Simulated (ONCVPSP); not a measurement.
Cutoff test, P (Z = 15), ONCV

ONCVPSP 4.0.1 input, shortened (lines: element, Z, core and valence counts, functional; n l f; lmax; l rc ep ncon nbas qcut; lloc lpopt rc5 dvloc0; l nproj debl; icmod fcfact rcfact), LDA (Perdew-Zunger), scalar-relativistic:

```
  P 15.00    1    4        3      upf
    1    0    2.00
    2    0    2.00
    2    1    6.00
    3    0    2.00
    3    1    3.00
    2
    0    0.70    0.00    4    8   16.10
    1    0.80    0.00    4    8   18.20
    2    0.85    0.03    4    8   12.80
    4    3    0.45   -1.00
    0    2    1.70
    1    2    3.90
    2    2    1.30
    3    3.50    1.25
```

Problem. For each optimised wave give the share of its norm inside rc, the residual kinetic energy above qcut (Ha) and the cutoffs (Ha) for errors of 10, 1, 0.1 and 0.01 mHa per electron.

Solution.

```json
{"wave": "2s", "norm inside rc": "0.810", "residual KE": "1.4e-05", "10 mHa": "70.0", "1 mHa": "95.9", "0.1 mHa": "114.9", "0.01 mHa": "151.4"}
{"wave": "3s", "norm inside rc": "0.040", "residual KE": "5.2e-06", "10 mHa": "24.3", "1 mHa": "80.8", "0.1 mHa": "105.5", "0.01 mHa": "124.5"}
{"wave": "2p", "norm inside rc": "0.895", "residual KE": "2.5e-06", "10 mHa": "107.1", "1 mHa": "128.4", "0.1 mHa": "144.3", "0.01 mHa": "157.3"}
{"wave": "3p", "norm inside rc": "0.029", "residual KE": "1.1e-06", "10 mHa": "83.9", "1 mHa": "112.1", "0.1 mHa": "134.4", "0.01 mHa": "151.3"}
{"wave": "d projector 1", "norm inside rc": "0.000", "residual KE": "7.4e-08", "10 mHa": "0.1", "1 mHa": "2.1", "0.1 mHa": "11.1", "0.01 mHa": "30.5"}
{"wave": "d projector 2", "norm inside rc": "0.042", "residual KE": "1.8e-05", "10 mHa": "29.1", "1 mHa": "51.5", "0.1 mHa": "70.2", "0.01 mHa": "86.8"}
```

The occupied waves need 128 Ha and 144 Ha for 1 and 0.1 mHa. Rows with under 1 % of the norm inside rc give no meaningful cutoff.
